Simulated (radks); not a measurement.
Neutral fluorine inside a hard spherical wall (all orbitals vanish at R), configuration held at [He] 2s2 2p5 and not refilled when levels cross. Calculated with a radial shooting solver on a logarithmic mesh with Libxc functionals: non-relativistic Kohn-Sham, LDA (Slater exchange, VWN5 correlation), spin-polarised, spherical densities, point nucleus; open shells are filled with parallel spins first. Eigenvalues in eV for spin up, with the zero of energy where the potential of the charges vanishes at infinity; a dash marks a level that is unbound or too diffuse for the functional's potential to be trusted. A positive occupied level is held by the wall or, in an anion where self-interaction has pushed it up, behind a barrier. The pressure on the wall is -dE/dV.

| R (bohr) | E (hartree) | kinetic (hartree) | e(1s) | e(2s) | e(2p) | e(3s, empty) | e(3p, empty) | pressure (GPa) |
|---|---|---|---|---|---|---|---|---|
| free | -99.11419 | 98.693 | -658.54 | -30.315 | -12.032 | -0.106 | - | 0 |
| 20 | -99.11419 | 98.693 | -658.54 | -30.315 | -12.032 | -0.075 | 0.586 | < 0.0001 |
| 12 | -99.11419 | 98.693 | -658.54 | -30.315 | -12.032 | 0.136 | 1.409 | < 0.0001 |
| 8 | -99.11418 | 98.693 | -658.54 | -30.313 | -12.030 | 0.942 | 3.121 | 0.000924 |
| 7 | -99.11411 | 98.693 | -658.53 | -30.306 | -12.022 | 1.574 | 4.198 | 0.00756 |
| 2 | -97.44472 | 105.123 | -629.21 | -10.369 | 10.141 | 108.74 | 109.45 | 2380 |
| 1.5 | -93.09567 | 117.169 | -591.31 | 23.402 | 43.944 | 249.48 | 228.25 | 17000 |
